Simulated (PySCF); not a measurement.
C2H5Se, multiplicity 2. Atoms are numbered in the order given.

```xyz
8

C     -0.3769    -2.1168     0.0000
C      0.6543    -0.9959     0.0000
Se    -0.0702     0.8235     0.0000
H     -1.0296    -2.0628    -0.8937
H      0.1237    -3.1089     0.0000
H     -1.0296    -2.0628     0.8937
H      1.3288    -1.0439    -0.8832
H      1.3288    -1.0439     0.8832
```
Charge 0, spin multiplicity 2.

Geometry optimised at PBE-D3(BJ)/def2-SVP. The isomer is the one that the SMILES or the coordinates give; other isomers of the formula were not compared.

Level of theory: PySCF with PBE-D3(BJ)/def2-SVP.

Frequencies are harmonic and unscaled.

Computed normal modes with their intensities:
| mode | ν (cm⁻¹) | IR (km/mol) | moving atoms (share of kinetic energy) |
|---|---|---|---|
| 1 | 220 | 0.0 | H 89 %, C 10 % |
| 2 | 279 | 0.6 | C 57 %, H 27 %, Se 16 % |
| 3 | 517 | 5.0 | H 83 %, C 17 % |
| 4 | 554 | 1.7 | C 67 %, H 19 %, Se 14 % |
| 5 | 870 | 1.7 | H 94 % |
| 6 | 944 | 4.3 | H 72 %, C 28 % |
| 7 | 1045 | 0.3 | C 68 %, H 32 % |
| 8 | 1187 | 21.5 | H 74 %, C 26 % |
| 9 | 1191 | 0.0 | H 76 %, C 24 % |
| 10 | 1339 | 5.2 | H 83 %, C 17 % |
| 11 | 1363 | 10.4 | H 86 %, C 14 % |
| 12 | 1408 | 8.4 | H 97 % |
| 13 | 1419 | 3.3 | H 97 % |
| 14 | 2965 | 26.0 | H 96 % |
| 15 | 2968 | 7.5 | H 96 % |
| 16 | 2999 | 0.9 | H 91 %, C 9 % |
| 17 | 3054 | 12.2 | H 91 %, C 9 % |
| 18 | 3076 | 11.2 | H 90 %, C 10 % |
